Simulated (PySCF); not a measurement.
Species: C5H5O2P.
Numbering: `[CH3:1][c:2]1[cH:3][p:4][c:5]([CH:6]=[O:7])[o:8]1`

Structure used (GFN2-xTB), in Å, numbered top down from 1:
```xyz
13
C5H5O2P angstrom
C     -1.992   -0.781   -0.419
C     -0.794   -0.038    0.059
C     -0.742    1.015    0.927
P      0.908    1.565    1.192
C      1.400    0.313    0.096
C      2.750    0.021   -0.302
O      3.714    0.635    0.094
O      0.388   -0.436   -0.408
H     -2.890   -0.367    0.029
H     -1.910   -1.834   -0.155
H     -2.066   -0.715   -1.503
H     -1.612    1.446    1.385
H      2.842   -0.822   -1.013
```

Probes without a nucleus sit at each ring's centroid and 1 Å off its mean plane on both sides; NICS is minus the shielding there, NICSzz its component along the normal. Level: GIAO PBE0/pcSseg-1 (PySCF, non-relativistic, gas phase) on the GFN2-xTB geometry, one conformer.

Ring bond lengths (Å), with Mayer bond orders in brackets: C2–C3 1.365 (1.51), C3–P4 1.759 (1.18), P4–C5 1.735 (1.41), C5–O8 1.355 (0.99), O8–C2 1.332 (1.09).

**Question.** What do the NICS probes read (ppm)?

**Answer.** 
| ring | type | NICS(0) | NICS(1), two faces | NICS(1)zz, two faces | rms pucker (Å) | centre to ring atoms, mean (Å) |
| --- | --- | --- | --- | --- | --- | --- |
| C2–C3–P4–C5–O8 | 5-membered ring with O and P; formal bonds all aromatic | -10.0 | -10.6 / -10.6 | -23.6 / -23.7 | 0.00 | 1.28 |

**Question.** What can be read from them?

**Answer.** 
- C2–C3–P4–C5–O8: mean NICS(1)zz -23.7 ppm, shielded.

**Question.** How equal are the bonds by HOMA? HOMA = 1 − mean of α(R − Ropt)² over the ring bonds, with Krygowski's 1993 parameters (CC: Ropt 1.388 Å, α 257.7 Å⁻²; CO: Ropt 1.265 Å, α 157.38 Å⁻²; CP: Ropt 1.698 Å, α 118.91 Å⁻²).

**Answer.** 
- C2–C3–P4–C5–O8: HOMA 0.45; the largest term is that of C5–O8, α(R − Ropt)² = 1.29.

**Question.** At the second NICS(1) probe listed for ring C2–C3–P4–C5–O8, 1 Å off the ring, how large is the induced field along the normal in 9.4 T applied along it?

**Answer.** NICSzz × B0 = -23.7 ppm × 9.4 T = -223 μT, against the applied field.

**Question.** Give the inner angles of the rings and the Hirshfeld charges of the ring atoms.

**Answer.** 
- C2–C3–P4–C5–O8: C2 114.8° (+0.091 e), C3 111.9° (-0.147 e), P4 86.8° (+0.114 e), C5 115.0° (-0.021 e), O8 111.5° (-0.043 e); sum 540.0° against 540° for a flat convex ring.

**Question.** How shielded are the nuclei of the rings and their hydrogens (means over atoms taken as equivalent)?

**Answer.** 
| atoms | environment | σ isotropic (ppm) | principal values of the symmetric part, first atom (ppm) |
| --- | --- | --- | --- |
| C2 | substituted aromatic carbon | 16.3 | -74.5, 32.1, 91.2 |
| C3 | aromatic CH carbon | 51.0 | -60.0, 62.2, 150.8 |
| P4 | phosphorus bonded to 2 C | 121.2 | -152.2, 38.0, 477.8 |
| C5 | substituted aromatic carbon | -13.4 | -143.4, 28.3, 75.0 |
| O8 | furan-type oxygen | -21.8 | -242.0, -48.3, 225.1 |
| H12 | aromatic hydrogen | 24.40 | 22.6, 22.8, 27.8 |

The run took about 60 s of CPU time (one thread, shared machine). This is the whole shielding run at PBE0/pcSseg-1, SCF included.
